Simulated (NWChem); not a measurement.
System: CH2FNOSi; SMILES O=C=N[SiH2]F

Excerpt of the output:

```
             Northwest Computational Chemistry Package (NWChem) 7.3.0
             --------------------------------------------------------

                             Geometry "geometry" -> ""
                             -------------------------

 Output coordinates in angstroms (scale by  1.889725989 to convert to a.u.)

  No.       Tag          Charge          X              Y              Z
 ---- ---------------- ---------- -------------- -------------- --------------
    1 Si                  14.0000    -0.44321200    -1.19027400    -0.00132800
    2 F                    9.0000     1.01560900    -1.92213300    -0.00207300
    3 N                    7.0000    -0.21214700     0.51181800    -0.00417200
    4 C                    6.0000     0.01987600     1.70003400    -0.00053400
    5 O                    8.0000     0.23355000     2.86015400     0.00224400
    6 H                    1.0000    -1.16319800    -1.57935300     1.24816300
    7 H                    1.0000    -1.16662900    -1.58293400    -1.24788300

 Effective nuclear repulsion energy (a.u.)     200.8392270944

                                 NWChem DFT Module
                                 -----------------

 Summary of "ao basis" -> "ao basis" (spherical)
 ------------------------------------------------------------------------------
       Tag                 Description            Shells   Functions and Types
 ---------------- ------------------------------  ------  ---------------------
 Si                         def2-svp                 8       18   4s3p1d
 F                          def2-svp                 6       14   3s2p1d
 N                          def2-svp                 6       14   3s2p1d
 C                          def2-svp                 6       14   3s2p1d
 O                          def2-svp                 6       14   3s2p1d
 H                          def2-svp                 3        5   2s1p

            General Information
            -------------------
          SCF calculation type: DFT
          Wavefunction type:  closed shell.
          No. of atoms     :     7
          No. of electrons :    46
           Alpha electrons :    23
            Beta electrons :    23
          Charge           :     0
          Spin multiplicity:     1
          Use of symmetry is: off; symmetry adaption is: off
          Maximum number of iterations: 150
          AO basis - number of functions:    84
                     number of shells:    38
          Convergence on energy requested:  1.00D-06
          Convergence on density requested:  1.00D-05
          Convergence on gradient requested:  5.00D-04

              XC Information
              --------------
                         B3LYP Method XC Potential
                     Hartree-Fock (Exact) Exchange  0.200
                        Slater Exchange Functional  0.800 local
                    Becke 1988 Exchange Functional  0.720 non-local
              Lee-Yang-Parr Correlation Functional  0.810
                  VWN I RPA Correlation Functional  0.190 local

             Grid Information
             ----------------
          Grid used for XC integration:  medium
          Radial quadrature: Mura-Knowles
          Angular quadrature: Lebedev.
          Tag              B.-S. Rad. Rad. Pts. Rad. Cut. Ang. Pts.
          ---              ---------- --------- --------- ---------
          Si                  1.10       88           9.0       590
          F                   0.50       49          11.0       434
          N                   0.65       49           8.0       434
          C                   0.70       49          10.0       434
          O                   0.60       49          12.0       434
          H                   0.35       45          10.0       434
          Grid pruning is: on
          Number of quadrature shells:   374
          Spatial weights used:  Erf1

      Superposition of Atomic Density Guess
      -------------------------------------

 Sum of atomic energies:        -555.58975971

      Non-variational initial energy
      ------------------------------

 Total energy =    -557.308010
 1-e energy   =   -1166.886508
 2-e energy   =     408.739271
 HOMO         =      -0.355948
 LUMO         =       0.049420

     ---------------------------------------------
      Total Density - Mulliken Population Analysis
     ---------------------------------------------

    Atom       Charge   Shell Charges
 -----------   ------   -------------------------------------------------------
    1 Si  14    12.85   2.00  1.99  0.90  0.21  5.93  0.92  0.64  0.25
    2 F    9     9.59   1.99  1.15  0.78  3.52  2.14  0.00
    3 N    7     7.62   1.99  1.04  0.45  2.55  1.58  0.01
    4 C    6     5.17   1.99  0.89  0.17  1.48  0.53  0.10
    5 O    8     8.57   1.99  1.13  0.65  2.98  1.81  0.01
    6 H    1     1.10   0.70  0.40  0.01
    7 H    1     1.10   0.70  0.40  0.01

   convergence    iter        energy       DeltaE   RMS-Dens  Diis-err
 ---------------- ----- ----------------- --------- --------- ---------
 d= 0,ls=0.0,diis     1   -558.3083097312 -7.59D+02  1.93D-02  1.11D+00
 d= 0,ls=0.0,diis     2   -558.1212615137  1.87D-01  1.15D-02  3.44D+00
 d= 0,ls=0.0,diis     3   -558.4229216083 -3.02D-01  3.79D-03  1.74D-01
 d= 0,ls=0.0,diis     4   -558.4326062050 -9.68D-03  1.77D-03  7.35D-02
 d= 0,ls=0.0,diis     5   -558.4404090673 -7.80D-03  3.15D-04  1.21D-03
  Resetting Diis
 d= 0,ls=0.0,diis     6   -558.4405454476 -1.36D-04  6.51D-05  8.95D-05
 d= 0,ls=0.0,diis     7   -558.4405528602 -7.41D-06  4.48D-05  8.21D-06
 d= 0,ls=0.0,diis     8   -558.4405514087  1.45D-06  2.80D-05  2.49D-05
 d= 0,ls=0.0,diis     9   -558.4405535684 -2.16D-06  4.98D-06  4.96D-07
 d= 0,ls=0.0,diis    10   -558.4405536120 -4.36D-08  1.64D-06  4.79D-08

         Total DFT energy =     -558.440553611990
      One electron energy =    -1168.934722279445
           Coulomb energy =      462.726335463782
    Exchange-Corr. energy =      -53.071393890699
 Nuclear repulsion energy =      200.839227094371

 Numeric. integr. density =       46.000002374863

                       DFT Final Molecular Orbital Analysis
                       ------------------------------------

 Vector   21  Occ=2.000000D+00  E=-3.712719D-01
              MO Center= -3.6D-01, -9.2D-01, -2.0D-03, r^2= 4.1D+00
   Bfn.  Coefficient  Atom+Function         Bfn.  Coefficient  Atom+Function
  ----- ------------  ---------------      ----- ------------  ---------------
    24      0.335092  2 F  pz                75      0.258944  6 H  s
    80     -0.259474  7 H  s                 27     -0.239044  2 F  pz
    10      0.235441  1 Si pz                66     -0.206993  5 O  pz
    76      0.176476  6 H  s                 81     -0.176760  7 H  s
    38     -0.172631  3 N  pz                41      0.150235  3 N  pz

 Vector   22  Occ=2.000000D+00  E=-3.256877D-01
              MO Center= -3.6D-02,  1.3D+00, -1.6D-03, r^2= 2.5D+00
   Bfn.  Coefficient  Atom+Function         Bfn.  Coefficient  Atom+Function
  ----- ------------  ---------------      ----- ------------  ---------------
    36      0.448817  3 N  px                64      0.405004  5 O  px
    39     -0.351475  3 N  px                67      0.291252  5 O  px
    23     -0.110815  2 F  py                26      0.077636  2 F  py
    65     -0.075933  5 O  py                37     -0.074482  3 N  py
    40      0.067078  3 N  py                50     -0.064443  4 C  px

 Vector   23  Occ=2.000000D+00  E=-3.137812D-01
              MO Center= -2.6D-01,  7.5D-01, -1.1D-03, r^2= 3.9D+00
   Bfn.  Coefficient  Atom+Function         Bfn.  Coefficient  Atom+Function
  ----- ------------  ---------------      ----- ------------  ---------------
    38      0.421214  3 N  pz                66      0.370245  5 O  pz
    41     -0.329450  3 N  pz                69      0.271932  5 O  pz
    75      0.180183  6 H  s                 80     -0.179703  7 H  s
    76      0.160820  6 H  s                 81     -0.160597  7 H  s
    10      0.105015  1 Si pz                52     -0.090398  4 C  pz

 Vector   24  Occ=0.000000D+00  E=-1.282113D-02
              MO Center= -2.9D-01,  9.4D-02, -1.1D-03, r^2= 4.6D+00
   Bfn.  Coefficient  Atom+Function         Bfn.  Coefficient  Atom+Function
  ----- ------------  ---------------      ----- ------------  ---------------
    11      0.710167  1 Si px                50     -0.413160  4 C  px
    53     -0.364180  4 C  px                12     -0.349312  1 Si py
    21     -0.336305  2 F  s                 67      0.265771  5 O  px
    64      0.261686  5 O  px                76      0.218420  6 H  s
    81      0.217347  7 H  s                  8      0.206615  1 Si px

 Vector   25  Occ=0.000000D+00  E= 1.514272D-02
              MO Center= -1.1D-01,  9.9D-01,  1.3D-03, r^2= 3.6D+00
   Bfn.  Coefficient  Atom+Function         Bfn.  Coefficient  Atom+Function
  ----- ------------  ---------------      ----- ------------  ---------------
    13      0.621023  1 Si pz                52     -0.538516  4 C  pz
    55     -0.519052  4 C  pz                76     -0.488333  6 H  s
    81      0.485055  7 H  s                 69      0.353186  5 O  pz
    66      0.332777  5 O  pz                41      0.265504  3 N  pz
    38     -0.224770  3 N  pz                10      0.159507  1 Si pz

 Vector   26  Occ=0.000000D+00  E= 3.837328D-02
              MO Center= -4.5D-01, -8.3D-01, -3.5D-04, r^2= 4.6D+00
   Bfn.  Coefficient  Atom+Function         Bfn.  Coefficient  Atom+Function
  ----- ------------  ---------------      ----- ------------  ---------------
    12      1.150324  1 Si py                35     -1.095114  3 N  s
    49      0.735034  4 C  s                 11      0.410359  1 Si px
    76      0.397504  6 H  s                 81      0.398236  7 H  s
    63     -0.272730  5 O  s                  9      0.216281  1 Si py
    34     -0.191272  3 N  s                 26     -0.170823  2 F  py

     ---------------------------------------------
      Total Density - Mulliken Population Analysis
     ---------------------------------------------

    Atom       Charge   Shell Charges
 -----------   ------   -------------------------------------------------------
    1 Si  14    13.19   2.00  1.98  1.00  0.10  5.93  1.20  0.61  0.38
    2 F    9     9.34   1.99  1.13  0.80  3.35  2.07  0.00
    3 N    7     7.23   1.99  0.99  0.39  2.50  1.34  0.02
    4 C    6     5.90   1.99  0.94  0.13  2.00  0.72  0.12
    5 O    8     8.13   1.99  1.13  0.59  2.82  1.58  0.02
    6 H    1     1.11   0.75  0.35  0.01
    7 H    1     1.11   0.75  0.35  0.01

     -------------------------------------------
      Total Density - Lowdin Population Analysis
     -------------------------------------------

    Atom       Charge   Shell Charges
 -----------   ------   -------------------------------------------------------
    1 Si  14    13.39   2.00  1.93  0.62  0.32  5.81  1.20  0.91  0.60
    2 F    9     9.21   1.98  1.02  0.77  3.22  2.22  0.01
    3 N    7     7.25   1.97  0.75  0.44  2.32  1.74  0.03
    4 C    6     5.86   1.96  0.60  0.26  1.77  0.99  0.26
    5 O    8     8.09   1.97  0.93  0.64  2.67  1.84  0.04
    6 H    1     1.10   0.65  0.43  0.02
    7 H    1     1.10   0.65  0.43  0.02

     Multipole analysis of the density
     ---------------------------------

     L   x y z        total         alpha         beta         nuclear
     -   - - -        -----         -----         ----         -------
     0   0 0 0     -0.000000    -23.000000    -23.000000     46.000000

     1   1 0 0     -0.580105     -1.337256     -1.337256      2.094408
     1   0 1 0     -0.428431      0.221516      0.221516     -0.871462
     1   0 0 1      0.000682      0.048931      0.048931     -0.097179

     2   2 0 0    -25.772578    -40.564007    -40.564007     55.355437
     2   1 1 0      1.383638      3.750837      3.750837     -6.118036
     2   1 0 1      0.000093     -0.006332     -0.006332      0.012757
     2   0 2 0    -30.587052   -270.096408   -270.096408    509.605764
     2   0 1 1     -0.006942     -0.169469     -0.169469      0.331997
     2   0 0 2    -25.101311    -18.113213    -18.113213     11.125115

                     NWChem Electrostatic Potential Fit Module
                     -----------------------------------------

 Atom parameters

 Number of atoms is                                    7
 Number of basis functions is                         84

 Grid parameters

 Maximum number of grid points is                  35566
 Number of grid points is                          35565
 Grid range                                     0.300000 nm
 Grid spacing                                   0.020000 nm
 Probe radius                                   0.070000 nm
 Atom radius factor                             1.000000

 Atomic radii

    1    0.100000
    6    0.147000
    7    0.140000
    8    0.136000
    9    0.128000
   14    0.187000
 FASTESP  F
  using M.O. file = ./job.movecs

    Atom              Coordinates                           Charge

                                                  ESP

    1 Si   -0.044321   -0.119027   -0.000133    0.830183
    2 F     0.101561   -0.192213   -0.000207   -0.306907
    3 N    -0.021215    0.051182   -0.000417   -0.519587
    4 C     0.001988    0.170003   -0.000053    0.641808
    5 O     0.023355    0.286015    0.000224   -0.381548
    6 H    -0.116320   -0.157935    0.124816   -0.132408
    7 H    -0.116663   -0.158293   -0.124788   -0.131541
                                            ------------
                                                0.000000

 Dipole moment                                  0.791561

 Quadrupole moment Qxx                          3.831539
                   Qyy                        -10.127045
                   Qzz                          6.295506

 RMS deviation kJ/mol                           0.052126

 RRMS %                                        25.105961
```

Level: B3LYP/def2-SVP. Coordinates come from a PBE-D3(BJ)/def2-SVP optimisation.

Task: Which NWChem input produces such a log?

Result: One answer among several that fit: the input that was run:
```
start job
memory heap 200 mb stack 900 mb global 1100 mb
geometry units angstroms noautosym nocenter noautoz
  Si    -0.443212    -1.190274    -0.001328
  F      1.015609    -1.922133    -0.002073
  N     -0.212147     0.511818    -0.004172
  C      0.019876     1.700034    -0.000534
  O      0.233550     2.860154     0.002244
  H     -1.163198    -1.579353     1.248163
  H     -1.166629    -1.582934    -1.247883
end
basis spherical
  * library def2-svp
end
dft
  xc b3lyp
  iterations 150
  mulliken
end
task dft energy
esp
  recalculate
  probe 0.07
  range 0.3
  factor 1.0
  spacing 0.02
end
task esp
```
